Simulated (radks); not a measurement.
The numbers below are computed, except where a source is named.
Ionisation of Gd+, [Xe] 4f7 5d1 6s1, to Gd2+, [Xe] 4f7 5d1, under several functionals. Scalar-relativistic Kohn-Sham, spin-polarised, spherical densities, finite nucleus; open shells are filled with parallel spins first (spin-orbit coupling, left out, can overturn this in heavy ions); a radial shooting solver on a logarithmic mesh with Libxc functionals.

functional            E(Gd+) (hartree)  Exc (hartree)  IE (eV)  -e(HOMO) (eV)  <r> HOMO (bohr)  IE error (eV)
PW91                       -11271.7018      -250.1129   12.602          9.097            2.516         +0.526
exchange-only r2SCAN       -11268.0933      -245.7562   11.854          8.201            2.565         -0.222
exchange-only PBE          -11266.8530      -245.1996   12.247          8.359            2.591         +0.171
Wu-Cohen GGA               -11269.4366      -247.8349   12.563          9.099            2.515         +0.487
BP86                       -11271.9909      -250.3969   12.680          9.154            2.522         +0.604
SCAN                       -11272.2773      -250.0486   12.779          9.116            2.516         +0.703
PBEsol                     -11266.5535      -244.9403   12.546          9.074            2.515         +0.470

NIST Atomic Spectra Database: 12.08 eV (semi-empirical). Closest: exchange-only PBE. The Delta-SCF values span 0.93 eV, the total energies 5.72 hartree. The highest occupied level is 5d. Open shells are spherical and high-spin; term and fine-structure splittings are not resolved. Spin-orbit splitting is averaged out at the scalar-relativistic level.
